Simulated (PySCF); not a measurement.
PySCF was given this input:
```python
from pyscf import gto, scf, dft

mol = gto.M(
    atom='''
Si    0.86135093   -0.21951955    0.44274278
H     2.20871354   -0.51186238   -0.05259738
Cl   -0.83927215    0.21089035   -0.36151774
''',
    basis='sto-3g',
    charge=1,
    spin=1,
    verbose=4,
)

mf = dft.UKS(mol)
mf.xc = 'b97m_v'
mf.grids.atom_grid = (99, 590)
mf.grids.prune = None
mf.kernel()
```

Question: What number of basis functions does B97M-V/STO-3G run with PySCF give?

Answer: 19

Question: Give the <S^2> at the level B97M-V/STO-3G.

Answer: 0.754

These values belong to the state on which the SCF converged, which isn't shown to be the lowest.
